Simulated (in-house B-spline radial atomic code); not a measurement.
## RPA and G0W0 on BHandHLYP: neutral calcium

Configuration [Ar] 4s2, mean-field start BHandHLYP. Computed with an all-electron radial atomic-structure program (B-spline basis): all electrons, non-relativistic, point nucleus, each spin shell either full or empty, empty states to l = 9 with an (l + 1/2)⁻⁴ tail; G0W0 by contour deformation at full frequency.

Command:
```bash
python run_gw.py task.json out
```
Settings (radii: box in bohr, nucleus in fm):
```
Z                        20
electrons                20
configuration            [Ar] 4s2
hamiltonian              nr
method                   bhandhlyp
lmax                     9
spin_polarised           False
box_radius               40
intervals                53
ion_configuration        [Ar] 4s1
```

Time taken, with all properties: 4.1 s on 1 thread of Arm Neoverse N1, on a shared host.

Energies (hartree):

| term | value |
| --- | --- |
| mean-field total | -677.58357 |
| Hartree-Fock functional on these orbitals | -676.75333 |
| direct second order | -1.3298 |
| second-order exchange | 0.44952 |
| SOSEX correction | 0.40565 |

Problem. What is the RPA correlation energy, and what remains with SOSEX?

Solution. RPA gives -1.1512 hartree (-1.57 eV per electron); RPA + SOSEX gives -0.74557, and the second-order doubles -0.88027 hartree (no singles). SOSEX takes back 35 % of the RPA value.

Quasi-particle levels (eV):

```json
{"level": "4s", "occupied": "yes", "mean field": "-4.727", "Σx - vxc": "-0.47", "Σc": "?", "QP weight": "?", "G0W0": "?"}
```

G0W0 = mean field + (Σx - vxc) + Σc, with Σc (partial-wave tail included) taken at the quasi-particle energy. Only the outer levels were computed. Levels of low weight are left out.

Problem. Where does G0W0 put 4s?

Solution. At -6.181 eV, with Σc = -0.98 eV and a quasi-particle weight of 0.894. The tabulated removal energy is 6.113 eV (NIST, measured); the calculation leaves out relativity, Breit and QED terms, and what these don't explain is the method's own error.

Problem. What does it cost to remove one electron (to [Ar] 4s1) by differences of total energies, each species on its own start (correlation terms add to the Hartree-Fock functional)?

Solution. BHandHLYP 5.956 eV, Hartree-Fock functional 5.104 eV, + RPA 6.179 eV, + RPA + SOSEX 5.917 eV, + second order 6.341 eV. Tabulated: 6.113 eV (NIST, measured); the calculation leaves out relativity, Breit and QED terms, and what these don't explain is the method's own error.
